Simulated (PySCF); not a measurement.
## Field gradients at the hydrogen positions

C₆H₁₀ClFSi.
Z-matrix (Å and degrees, GFN2-xTB geometry), rows numbered from 1:
```
F 
C   1  1.3654
C   2  1.5164  1  118.07
C   3  1.4985  2  120.18  1   142.88
Si  4  1.9170  3  113.83  2   164.00
Cl  4  1.8045  3  109.40  2   -77.27
C   2  1.4738  1  118.73  3   -68.88
C   7  1.4795  2  138.16  3  -130.66
C   7  1.4808  2  137.20  3   130.82
H   2  1.0842  1  110.01  3   144.12
H   3  1.0845  2  115.23  7   107.32
H   4  1.0913  3  109.46  2    37.49
H   5  1.4585  4  107.49  3  -179.97
H   5  1.4651  4  107.32  3   -60.24
H   5  1.4595  4  107.55  3    59.06
H   8  1.0801  7  118.02  9  -107.93
H   8  1.0800  7  118.33  9   108.05
H   9  1.0803  7  118.39  8  -107.86
H   9  1.0803  7  118.18  8   107.82
```

Level: PBE0/pcSseg-1 (PySCF, non-relativistic); Q(2H) = 0.00286 b; rigid geometry, the same for H and D, with no vibrational averaging.

Question: Rank these positions by the coupling χzz of a deuteron there, largest first.
A. H12 (methine hydrogen)
B. H14 (Si–H hydrogen)
C. H11 (methine hydrogen)
D. H17 (methylene hydrogen)

Answer: D (221 kHz), C (213 kHz), A (202 kHz), B (109 kHz).

Tabulate Vzz, the asymmetry η and χzz = 234.96 MHz × Q × Vzz for every hydrogen position.

```csv
atom,bonded to,bond length (Å),Vzz (au),η,χzz (kHz)
H10,C2,1.084,0.3120,0.13,210
H11,C3,1.084,0.3165,0.09,213
H12,C4,1.091,0.3009,0.05,202
H13,Si5,1.459,0.1655,0.01,111
H14,Si5,1.465,0.1615,0.02,109
H15,Si5,1.459,0.1649,0.02,111
H16,C8,1.080,0.3296,0.07,221
H17,C8,1.080,0.3291,0.07,221
H18,C9,1.080,0.3290,0.06,221
H19,C9,1.080,0.3291,0.06,221
```

Average by the element that carries the hydrogen.

on C: 216 kHz over 7 positions, mean bond length 1.083 Å; on Si: 110 kHz over 3 positions, mean bond length 1.461 Å.

A static deuteron (I = 1) shows a doublet split by (3/2)χ, (3/4)χ(1 + η) and (3/4)χ(1 − η) with the field along z, y and x of the gradient. What are these for H10?

With |χ| = 209.7 kHz and η = 0.126: 315, 177 and 137 kHz, to first order and without motion.

Geometry: GFN2-xTB, one conformer, isolated molecule. GFN2-xTB bond lengths can be off by several hundredths of an ångström, more for odd bonds, and the gradients follow them. A larger basis could move these couplings by a tenth or more.
